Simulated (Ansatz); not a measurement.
Basis sets compared for the cluster Pd₄⁻. Charge -1, multiplicity 2. Geometry PBE-D4/def2-SVPD. Ansatz on 4 threads of Arm Neoverse V2 on a shared host; times are rough, and most runs start from earlier orbitals.

```xyz
4

Pd    1.590   -0.272    0.192
Pd   -0.330   -0.087   -1.588
Pd   -0.456    1.470    0.523
Pd   -0.803   -1.110    0.874
```

In the def2 sets Pd takes a core potential; there is no spin–orbit coupling. At PBE-D4/def2-SVPD, PBE-D4/def2-TZVPD, PBE0-D4/def2-SVPD, PBE0-D4/def2-TZVPD the charge -1 doublet is spin-contaminated (final ⟨S²⟩ up to 0.90, 0.75 for a pure state). At PBE-D4/def2-SVPD, PBE-D4/def2-TZVPD, PBE0-D4/def2-SVPD, PBE0-D4/def2-TZVPD the highest occupied level of the charge -1 doublet lies above zero (up to 0.94 eV). By energy differences its removal costs 1.27 eV (vertical, to the charge 0 triplet, at PBE0-D4/def2-TZVPD). At PBE-D4/def2-SVPD, PBE-D4/def2-TZVPD the gap within one spin of the charge -1 doublet nearly closes, so an electron or hole may be smeared out by delocalisation error. The structure comes from a short search, and lower isomers may exist.

```tsv
level	functions	energy (Eh)	HOMO (eV)	LUMO (eV)	wall time
PBE-D4/def2-SVPD	136	-511.7161	0.94	1.01	6 s
PBE0-D4/def2-SVPD	136	-511.5492	0.18	2.05	12 s
```

**Question.** Estimate the rows for PBE-D4/def2-TZVPD (with forces), PBE0-D4/def2-TZVPD.

**Answer.** 
```
                          level  functions  energy (Eh)  HOMO (eV)  LUMO (eV)  wall time
PBE-D4/def2-TZVPD (with forces)        160    -511.8508       0.94       1.02      9.5 s
             PBE0-D4/def2-TZVPD        160    -511.6784       0.19       2.06       21 s
```
